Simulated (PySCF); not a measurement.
PySCF input for CH7FOSi3, SMILES F[SiH2][C@@H]1[SiH2][SiH2]O1, SMD-B3LYP/6-31G*. Coordinates come from a PBE0-D3(BJ)/def2-SVP optimisation. The structure was generated by enumeration; whether it is a known compound was not checked. One conformer was computed; it need not be the lowest.

```python
import numpy as np
from pyscf import gto, scf, dft
from pyscf.solvent import smd

mol = gto.M(
    atom='''
    F    -2.65822661    1.06292633    0.41043725
    Si   -1.73805603    0.17687374   -0.60356234
    C    -0.30016125   -0.54132317    0.36530017
    O     0.49848864   -1.26964054   -0.60626642
    Si    2.07339205   -0.62932132   -0.50391374
    Si    0.99174019    0.72513678    1.05677871
    H    -1.20421676    1.08008464   -1.66141541
    H    -2.59512687   -0.88751488   -1.19364221
    H    -0.65485921   -1.22536109    1.15804563
    H     2.53835122   -0.06690112   -1.80691785
    H     3.07238641   -1.64288790   -0.04836852
    H     1.28885286    0.61197547    2.51546474
    H     0.71264334    2.15168218    0.71099179
    ''',
    basis='6-31G*',
    charge=0,
    spin=0,
    max_memory=1600,
    verbose=3,
)
mf = dft.RKS(mol, xc='b3lyp').density_fit(auxbasis='def2-universal-jkfit')
mf.grids.level = 3
mf.conv_tol = 1e-9
mf.max_cycle = 100
mf.kernel()
res = {}
for name in ['water', 'dichloromethane', '1-octanol']:
    s = mf.SMD()
    s.with_solvent.solvent, s.with_solvent.sasa_ng = name, 194
    s.kernel(mf.make_rdm1())
    res[name] = (s.e_tot, s.with_solvent.get_cds(), s.dip_moment(), s.mo_energy, s.converged)
    print(f'SMD {name}: dG(solv) = {(s.e_tot - mf.e_tot) * 627.509474:.3f} kcal/mol, of which CDS {res[name][1] * 627.509474:.3f}')
```

Output:

```
converged SCF energy = -1085.90308654852
converged SCF energy = -1085.90238233912
Dipole moment(X, Y, Z, Debye):  1.98199,  0.29067,  0.89316
SMD water: dG(solv) = 0.442 kcal/mol, of which CDS 4.316
converged SCF energy = -1085.90759644172
Dipole moment(X, Y, Z, Debye):  1.90720,  0.15322,  0.75175
SMD dichloromethane: dG(solv) = -2.830 kcal/mol, of which CDS -0.403
converged SCF energy = -1085.90724297013
Dipole moment(X, Y, Z, Debye):  1.93161,  0.23530,  0.81447
SMD 1-octanol: dG(solv) = -2.608 kcal/mol, of which CDS 0.529
```

The calculation finished and met its thresholds.

Cost: roughly 100 core-seconds.
